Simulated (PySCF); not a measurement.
# Polarisability and C₆ of Ti⁻ (titanium, charge -1)

[Ar] 3d3 4s2, high-spin 4F determinant. All numbers are calculated (PySCF 2.14, scalar relativity by spin-free X2C-1e, in x2c-TZVPPall with one added diffuse shell each of s, p, d, f type (7s6p5d3f1g, 80 functions)). Coupled (time-dependent) response in atomic units; α is the mean over directions.

```json
{"method": "wB97X", "mean α (bohr³)": "400.3", "C₆ (like pair)": "8677", "S(−4)": "121800"}
```

S(−4) is the Cauchy moment in α(ω) = α(0) + S(−4) ω² + …

α(iu) at wB97X:

```tsv
u (hartree)	α(iu) (bohr³)
0	400.3
0.0500	263.9
0.100	138.9
0.200	54.48
0.300	29.82
0.500	13.82
0.750	7.632
1.00	5.062
1.50	2.828
2.00	1.841
3.00	0.9695
5.00	0.4053
```

A single London oscillator, α(iu) = α/(1 + u²/ω²), gives C₆ = (3/4) ω α². Matching the computed C₆ needs ω = 4 × 8677 / (3 × 400.3²) = 0.0722 hartree.

For an ion, C₆ is the dispersion term alone; charge-induced terms of lower order in 1/R come first.
